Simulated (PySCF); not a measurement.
C₄H₁₁AsGe.
SMILES with atom numbers: `[CH2:1]=[C:2]([CH3:3])[GeH2:4][AsH:5][CH3:6]` (hydrogens: H7, H8 on C1; H9, H10, H11 on C3; H12, H13 on Ge4; H14 on As5; H15, H16, H17 on C6)

Computed with PBE0-D3(BJ)/def2-SVP geometry optimisation, gas phase in PySCF.

Task: Give the optimised bond lengths and angles.

Result: 
| bond | length (Å) | order |
| --- | --- | --- |
| C1=C2 | 1.339 | double |
| C2–C3 | 1.499 | single |
| C2–Ge4 | 1.953 | single |
| Ge4–As5 | 2.429 | single |
| As5–C6 | 1.979 | single |
| C1–H7 | 1.094 | single |
| C1–H8 | 1.098 | single |
| C3–H9, C3–H10, C3–H11 | 1.103 | single |
| Ge4–H12, Ge4–H13 | 1.544 | single |
| As5–H14 | 1.527 | single |
| C6–H15, C6–H16, C6–H17 | 1.099 | single |

Bonds in one row agree within 0.01 Å and their mean is given. Orders are formal, as drawn. A selection of angles:
| angle | degrees |
| --- | --- |
| C2–C1–H7 | 122.2 |
| C2–C1–H8 | 121.3 |
| H7–C1–H8 | 116.5 |
| C1–C2–C3 | 122.9 |
| C1–C2–Ge4 | 119.3 |
| C3–C2–Ge4 | 117.7 |
| C2–C3–H9 | 111.2 |
| H9–C3–H10 | 108.2 |
| H9–C3–H11 | 106.2 |
| C2–Ge4–As5 | 106.5 |
| C2–Ge4–H12 | 108.8 |
| C2–Ge4–H13 | 110.6 |
| As5–Ge4–H12 | 111.7 |
| As5–Ge4–H13 | 109.3 |
| H12–Ge4–H13 | 109.9 |
| Ge4–As5–C6 | 94.8 |
| Ge4–As5–H14 | 92.9 |
| C6–As5–H14 | 96.4 |
| As5–C6–H15 | 108.0 |
| As5–C6–H16 | 109.0 |
| As5–C6–H17 | 112.9 |
| H15–C6–H16 | 108.6 |

Torsions: C1–C2–Ge4–As5 111° (anticlinal); C2–Ge4–As5–C6 -67° (synclinal). The mirror-image conformer, all signs reversed, is as good.

Ge4 (germanium bonded to As, C and 2 H) is tetrahedral (angles from 106.5° to 111.7°). As5 (arsenic bonded to C, Ge and H) is pyramidal (angles 96.4°, 94.8° and 92.9°, sum 284.1°, 0.99 Å off the plane of its three neighbours). Of the pairs four or more bonds apart, H8···H10 is among the closest relative to their van der Waals radii: 2.42 Å, 101 % of the sum of Bondi's values. The C–C distances run from 1.339 Å (C1=C2, drawn double) to 1.499 Å (C2–C3, drawn single), a spread of 0.160 Å.

Point group: C1 (no symmetry element, even within 0.4 Å). Not checked by PBE0-D3(BJ)/def2-SVP frequencies. One conformer, not necessarily the lowest.
